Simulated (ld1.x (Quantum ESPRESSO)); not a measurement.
**indium (In): TM semilocal pseudisation with LDA (PZ), scalar-relativistic reference atom.**

| Item | Value |
| --- | --- |
| Element | indium (In) |
| Generator | ld1.x (Quantum ESPRESSO) 7.5 |
| Type | norm-conserving Troullier–Martins (semilocal form) |
| Functional | LDA (PZ) |
| Relativity | scalar-relativistic |
| Frozen core | [Kr] 4d10 |
| Valence charge | 3 |
| Reference configuration | 5s1.5 5p0 (charge +1.5) |
| Partial waves | 5s (bound): rc 1.95 bohr; 5p (bound, empty): rc 2.65 bohr; 5d channel at -0.15 Ry: rc 2.56 bohr |
| Local potential | the d channel |
| Core correction | Bessel-smoothed model core inside 1.55 bohr |

Poles of the logarithmic derivatives, all-electron (AE) and pseudo (PS). s: poles at -0.5 (AE) and -0.5, 4.7 (PS) Ry. p: poles at 0.5 (AE) and 0.5 (PS) Ry. d: poles at -2.3, 2.5 (AE) and 1.2 (PS) Ry. Test radius 2.90 bohr.

* Cutoffs needed: 18 Ry and 30 Ry (the cutoffs (Ry, on a coarse ladder) from which the occupation-weighted sum of valence levels, in a spherical-Bessel basis at the reference potential, stays within 10 and 1 mRy of its value at 400 Ry)
* Ghost test: no extra level below or beside the all-electron valence levels (s, p, d tested); the semilocal form is local in each channel, so this says nothing of the separable form that plane-wave codes build from it (spherical-Bessel basis up to 400 Ry, 20 bohr box)
* Largest excitation error: -68 meV (all-electron minus pseudo) for 5s2 5p1.3, out of 7 test configurations
